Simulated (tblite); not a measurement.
Species: C₅H₅F₃.
Numbering: `[CH2:1]=[C:2]=[C:3]([CH3:4])[C:5]([F:6])([F:7])[F:8]` (hydrogens: H9, H10 on C1; H11, H12, H13 on C4)

Computed with GFN2-xTB (tblite), gas phase: Langevin dynamics at 300 K from the optimised GFN2-xTB geometry, time step 0.5 fs, friction 0.01 fs⁻¹, 2000 steps.

Start geometry:
```
atom  x, y, z in Å
C1      2.322   -0.632    0.255
C2      1.076   -0.326    0.119
C3     -0.181   -0.016   -0.017
C4     -1.327   -0.986    0.008
C5     -0.583    1.421   -0.213
F6      0.458    2.263   -0.275
F7     -1.373    1.865    0.784
F8     -1.287    1.600   -1.347
H9      2.795   -0.658    1.223
H10     2.942   -0.870   -0.594
H11    -0.957   -1.995    0.158
H12    -2.013   -0.728    0.815
H13    -1.875   -0.938   -0.933
```

The statistics below take the 31 frames saved every 25 fs from 250 to 1000 fs; their kinetic temperature (all 3N coordinates) averages 278 K.

**Question.** Give the mean, spread and extremes of the bond lengths.

**Answer.** 
```
  bond  start (Å)  mean (Å)  standard deviation (Å)  shortest (Å)  longest (Å)
 C1=C2      1.290     1.292                   0.018         1.249        1.328
 C2=C3      1.302     1.305                   0.016         1.264        1.335
 C3–C4      1.502     1.512                   0.032         1.444        1.572
 C3–C5      1.505     1.514                   0.041         1.420        1.594
 C5–F6      1.340     1.349                   0.035         1.263        1.413
 C5–F7      1.348     1.343                   0.028         1.283        1.411
 C5–F8      1.347     1.355                   0.030         1.281        1.409
 C1–H9      1.078     1.083                   0.032         1.020        1.155
C1–H10      1.078     1.083                   0.035         0.992        1.189
C4–H11      1.086     1.087                   0.028         1.025        1.151
C4–H12      1.090     1.091                   0.019         1.063        1.136
C4–H13      1.090     1.097                   0.039         1.013        1.183
```

**Question.** Give the same statistics for bond angles, one of each kind among heavy atoms.

**Answer.** 
```json
{"angle": "C1–C2–C3", "start (°)": "180.0", "mean (°)": "170.5", "standard deviation (°)": "4.1", "smallest (°)": "162.3", "largest (°)": "178.7"}
{"angle": "C2–C3–C4", "start (°)": "125.5", "mean (°)": "125.2", "standard deviation (°)": "4.1", "smallest (°)": "116.2", "largest (°)": "132.1"}
{"angle": "C2–C3–C5", "start (°)": "119.9", "mean (°)": "119.3", "standard deviation (°)": "4.2", "smallest (°)": "112.8", "largest (°)": "130.8"}
{"angle": "C4–C3–C5", "start (°)": "114.6", "mean (°)": "115.1", "standard deviation (°)": "3.5", "smallest (°)": "109.6", "largest (°)": "122.9"}
{"angle": "C3–C5–F6", "start (°)": "113.5", "mean (°)": "113.1", "standard deviation (°)": "3.2", "smallest (°)": "105.0", "largest (°)": "118.6"}
{"angle": "C3–C5–F7", "start (°)": "112.0", "mean (°)": "112.9", "standard deviation (°)": "3.1", "smallest (°)": "107.2", "largest (°)": "119.1"}
{"angle": "F6–C5–F7", "start (°)": "106.4", "mean (°)": "106.4", "standard deviation (°)": "3.5", "smallest (°)": "99.9", "largest (°)": "112.8"}
```

**Question.** How far does each atom move about its mean position (frames aligned on the start, all atoms weighted alike), and what rms force does it feel?

**Answer.** 
```
atom  rms displacement (Å)  rms force (eV/Å)
  C1                  0.12              1.93
  C2                  0.13              1.54
  C3                  0.10              1.74
  C4                  0.11              1.87
  C5                  0.11              1.94
  F6                  0.36              1.27
  F7                  0.43              1.09
  F8                  0.48              1.03
  H9                  0.22              1.07
 H10                  0.20              1.15
 H11                  0.42              1.04
 H12                  0.46              0.77
 H13                  0.49              1.29
```

The displacements run from 0.10 to 0.49 Å.

**Question.** Follow the torsion C2–C3–C5–F6 through every second one of these frames.

**Answer.** 
```json
{"t (fs)": "250", "C2–C3–C5–F6 (°)": "7"}
{"t (fs)": "300", "C2–C3–C5–F6 (°)": "-1"}
{"t (fs)": "350", "C2–C3–C5–F6 (°)": "4"}
{"t (fs)": "400", "C2–C3–C5–F6 (°)": "-1"}
{"t (fs)": "450", "C2–C3–C5–F6 (°)": "-6"}
{"t (fs)": "500", "C2–C3–C5–F6 (°)": "-4"}
{"t (fs)": "550", "C2–C3–C5–F6 (°)": "-12"}
{"t (fs)": "600", "C2–C3–C5–F6 (°)": "-23"}
{"t (fs)": "650", "C2–C3–C5–F6 (°)": "-34"}
{"t (fs)": "700", "C2–C3–C5–F6 (°)": "-55"}
{"t (fs)": "750", "C2–C3–C5–F6 (°)": "-50"}
{"t (fs)": "800", "C2–C3–C5–F6 (°)": "-59"}
{"t (fs)": "850", "C2–C3–C5–F6 (°)": "-40"}
{"t (fs)": "900", "C2–C3–C5–F6 (°)": "-43"}
{"t (fs)": "950", "C2–C3–C5–F6 (°)": "-36"}
{"t (fs)": "1000", "C2–C3–C5–F6 (°)": "-30"}
```

Largest departure from the start value over all these frames: C2–C3–C5–F6 62° (start 2°).

**Question.** How widely does the potential energy scatter, against a harmonic estimate?

**Answer.** Mean 0.42 eV above the start, standard deviation 0.090 eV, range 0.25 to 0.57 eV. For 33 classical harmonic modes at 300 K the canonical values are 33kT/2 = 0.43 eV and kT·√(33/2) = 0.105 eV.

The run is classical and short, so these are rough statistics of one trajectory.

What follows is the cost of the whole dynamics run. Cost: about 26 s of CPU time on one thread; the machine was shared, so the figure is rough.
